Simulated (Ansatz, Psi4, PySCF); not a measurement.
C4H7, doublet (typed; the unrestricted solution is spin-contaminated), at a GFN2-xTB geometry. Base run: CCSD(T)/STO-3G (PySCF).

PySCF was given this input:
```python
from pyscf import gto, scf, cc

mol = gto.M(
    atom='''
C    -0.583258    1.373173    0.146111
C    -0.059427    0.196428    0.020727
C     1.426492   -0.044548   -0.014924
C    -0.885523   -1.076578   -0.104837
H    -1.544923    1.825355    0.199792
H     1.971176    0.890456    0.077750
H     1.716692   -0.705331    0.801046
H     1.704003   -0.524102   -0.952833
H    -1.948959   -0.856828   -0.074436
H    -0.650208   -1.569295   -1.046637
H    -0.637479   -1.751104    0.712854
''',
    basis='sto-3g',
    charge=0,
    spin=1,
    verbose=4,
)

mf = scf.UHF(mol)
mf.kernel()

mycc = cc.CCSD(mf)
mycc.kernel()
et = mycc.ccsd_t()
print('E(CCSD(T)) = %.10f' % (mycc.e_tot + et))
```

The same geometry, method and basis name were run in Ansatz (a first-principles code) and Psi4 and PySCF, at each program's defaults and at the settings that a row names. The base is PySCF at its defaults. Differences at the defaults can come from grids, fitting, cores and function types together.

| code and settings | ΔE vs base (mEh) | basis functions | E (Eh) | SCF cycles |
|---|---|---|---|---|
| PySCF, defaults (exact integrals, spherical functions, all electrons correlated) | 0.000 | 27 | -153.86168 | 17 |
| Psi4, defaults (exact integrals, spherical functions, all electrons correlated) | 0.000 | 27 | -153.86168 | 18 |
| Ansatz, defaults (factorised integrals, spherical functions, frozen core) | 1.625 | 27 | -153.86006 | - |
| PySCF, frozen core | 1.607 | 27 | -153.86007 | 17 |
| Psi4, exact integrals, spherical functions, frozen core | 1.607 | 27 | -153.86007 | 18 |
| Ansatz, high accuracy, frozen core | 1.607 | 27 | -153.86007 | - |

Open shells are given as the SCF converged; they aren't shown to be the lowest states, and a large step between rows can be another state.
